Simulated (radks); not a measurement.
Values are calculated unless marked as measured or tabulated.
All-electron atom: Hg4+ in [Xe] 4f14 5d8. Level of theory: scalar-relativistic Kohn-Sham, r2SCAN, spin-polarised, spherical densities, finite nucleus; open shells are filled with parallel spins first (spin-orbit coupling, left out, can overturn this in heavy ions); meta-GGA in the generalised Kohn-Sham scheme; Fermi nuclear charge, rms radius 5.4648 fm (a radial shooting solver on a logarithmic mesh with Libxc functionals). Some entries of the table are withheld. Estimate them.

orbital  occ.  eigenvalue (hartree)  <r^2> (bohr^2)  r(max) (bohr)
1s down     1             -3060.901       0.0003810        0.01022
1s up       1             -3060.900       0.0003810        0.01022
2s up       1             -545.1293        0.005796        0.05913
2s down     1             -545.1189        0.005796        0.05913
2p up       3             -470.3358        0.004899        0.04906
2p down     3             -470.3276        0.004899        0.04906
3s up       1             -131.2140         0.03728         0.1666
3s down     1             -131.2124         0.03728         0.1666
3p up       3             -109.5093         0.03844         0.1662
3p down     3             -109.5069         0.03844         0.1662
3d up       5             -86.60502         0.03189         0.1356
3d down     5             -86.59861         0.03189         0.1356
4s up       1             -30.56612          0.1797         0.3757
4s down     1             -30.55775          0.1797         0.3757
4p up       3             -23.41829          0.2052         0.3955
4p down     3             -23.41116          0.2053         0.3956
4d up       5             -14.88766          0.2325         0.4027
4d down     5             -14.87908          0.2324         0.4028
5s up       1              -6.31223          0.9112         0.8288
5s down     1              -6.25787          0.9059         0.8267
4f up       7              -5.44852          0.2807         0.3675
4f down     7              -5.43655          0.2794         0.3675
5p up       3              -4.37908           1.192            (1)
5p down     3              -4.31271           1.186            (2)
5d up       5                   (3)             (4)          1.131
5d down     3                   (5)             (6)          1.128

Answer. 
(1) 5p up r(max) (bohr): 0.9266
(2) 5p down r(max) (bohr): 0.9239
(3) 5d up eigenvalue (hartree): -2.14799
(4) 5d up <r^2> (bohr^2): 2.024
(5) 5d down eigenvalue (hartree): -2.07482
(6) 5d down <r^2> (bohr^2): 2.044
